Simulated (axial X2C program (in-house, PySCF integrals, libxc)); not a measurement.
WN⁻: properties at the nuclei

Computed with an in-house all-electron X2C program for linear molecules (integrals from PySCF): two-component X2C with atomic mean-field Coulomb and Gaunt terms, Gaussian nuclei, basis W dyall-acv3z, N dyall-av3z with contracted cores.

R = 1.662 Å (near the PBE0 minimum at charge -1 of the determinant lowest at the starting distance; the state shown can have its own minimum elsewhere).

Determinant lowest in the PBE0 search, Ω = 1 (⟨Sz⟩ = 1.00, ⟨Lz⟩ = 0.00 at PBE0), spin on the atoms W 1.17, N -0.17:

```tsv
level	Eeff magnitude (GV/cm)	Ws magnitude W (kHz)	A∥/gI W (MHz)	qzz W (a.u.)	A∥/gI N (MHz)	qzz N (a.u.)
PBE0	7.74	8.5	963	-2.34	-0.436	-0.55
HF	28.9	33	1500	-0.07	-58	-0.77
BHandHLYP	12.6	13.9	686	-1.99	-8.46	-0.59
B3LYP	3.77	4.49	461	-2.43	-2.35	-0.54
r2SCAN	6.59	6.98	2080	-2.74	-0.665	-0.55
```

Determinant 0.36 eV from it at PBE0 and this distance, Ω = 0 (closed shell), highest spinor 94% W d, 3% N d:

| level | qzz W (a.u.) | qzz N (a.u.) |
| --- | --- | --- |
| PBE0 | -1.93 | -0.52 |
| HF | -0.73 | -0.61 |
| BHandHLYP | -1.59 | -0.56 |
| B3LYP | -2.12 | -0.52 |
| r2SCAN | -2.42 | -0.48 |

Eeff is the effective electric field on the electron electric dipole moment in this Ω state and Ws the scalar–pseudoscalar constant of the nucleus named (defined with the proton number Z and per Ω); A∥ (defined per Ω) follows by multiplying with gI = μI/(I μN); qzz is the electric field gradient, eQq0 = 234.96 MHz × Q/barn × qzz. The operators were transformed with the bare-nucleus X2C matrices; with these basis sets, hyperfine constants and field gradients can be off by tens of per cent, and where levels differ in sign neither size nor sign is settled.

Question: With Q(14N) = 0.02044 barn (Q from Pyykkö, Mol. Phys. 2018), turn the PBE0 values of the first state into constants in MHz.

Answer: eQq0(14N) = 234.96 × (0.02044) × (-0.55) = -2.64 MHz.

Each state is one determinant with collinear spin, which with several unpaired electrons need not be a pure state. Unrestricted Hartree–Fock can overshoot spin polarisation at the nuclei. For an anion, determinants above electron detachment, or with a positive highest level, are held by the basis set. A closed determinant beside an open π² or δ² triplet, such as (π1/2)², mixes with its partner pair into the 0⁺ component of the triplet and ¹Σ⁺, so its energy is not that of a level, and 0⁺ can lie lowest. With several open shells hyperfine constants can be off by a factor of several. Where Eeff spreads by more than a factor of two the levels disagree and none is to be relied on. Open-shell Ω = 0 determinants with evenly filled partner blocks cannot be reached by this program, so the Ω shown need not be the lowest component. States lie within half an eV, so the first need not be the ground state. Further determinants of the search, some of them spin-mixed, are not shown. Where a field gradient or hyperfine factor spreads by more than a factor of two over the levels, a constant derived from it is not to be relied on. PBE0 term energies can be off by some tenths of an eV.
